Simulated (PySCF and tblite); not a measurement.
Values are calculated unless marked as measured or tabulated.
System: C4H7FSe2, numbered as in [CH2:1]=[C:2]([CH2:3][F:4])[Se:5][Se:6][CH3:7].

Motion: rotation about the Se5–Se6 bond (torsion C2–Se5–Se6–C7 from -85° to 87°, rising). GFN2-xTB gives an electronic barrier of 6.2 kcal/mol and a reaction energy of -0.3 kcal/mol.

Spin–orbit effects of heavy atoms on shieldings are missing.

Question: What does PBE0/pcSseg-1 + D3(BJ) give on GFN2-xTB geometries?

Answer: A barrier of 9.0 kcal/mol, 2.8 above the tight-binding barrier (from unrounded values), a reaction energy of 2.0 kcal/mol and, with GFN2-xTB thermal terms, ΔG‡(298 K) = 9.8 kcal/mol and k = 4×10⁵ s⁻¹ (1 equivalent path).

Programs: tblite and PySCF.
